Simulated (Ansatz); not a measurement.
Basis sets compared for SnHBr3. The state is a singlet with charge 0. Geometry PBE0-D4/def2-SVP. Ansatz on 4 threads of Arm Neoverse V2 on a shared host; times are rough, and most runs start from earlier orbitals.

```xyz
5

Sn    0.071    0.135    0.106
H     0.722    1.372    1.078
Br    1.818   -1.499   -0.522
Br   -0.893    1.068   -1.972
Br   -1.719   -1.075    1.309
```

In the def2 sets Sn takes a core potential; there is no spin–orbit coupling.

Binding counts from free atoms (Sn triplet, H doublet, Br doublet) in the same basis, without a counterpoise term.

```tsv
level	functions	energy (Eh)	HOMO (eV)	LUMO (eV)	binding per atom (eV)	wall time
PBE-D4/def2-SVP	127	-7935.4029	-7.20	-3.43	2.39	1.2 s
PBE-D4/def2-TZVP	200	-7936.3536	-7.38	-3.59	2.41	2.2 s
r2SCAN-D4/def2-TZVP	200	-7937.5517	-7.74	-3.45	2.41	5.5 s
PBE0-D4/def2-SVP	127	-7935.6824	-8.56	-2.66	2.34	2.4 s
PBE0-D4/def2-TZVP	200	-7936.6317	-8.68	-2.76	2.37	5 s
```

**Question.** Estimate the rows for PBE-D4/def2-TZVPD, r2SCAN-D4/def2-TZVPD, PBE0-D4/def2-TZVPD.

**Answer.** 
```
               level  functions  energy (Eh)  HOMO (eV)  LUMO (eV)  binding per atom (eV)  wall time
   PBE-D4/def2-TZVPD        236   -7936.3549      -7.41      -3.63                   2.41      3.6 s
r2SCAN-D4/def2-TZVPD        236   -7937.5527      -7.75      -3.48                   2.41      7.5 s
  PBE0-D4/def2-TZVPD        236   -7936.6329      -8.70      -2.81                   2.37      7.5 s
```
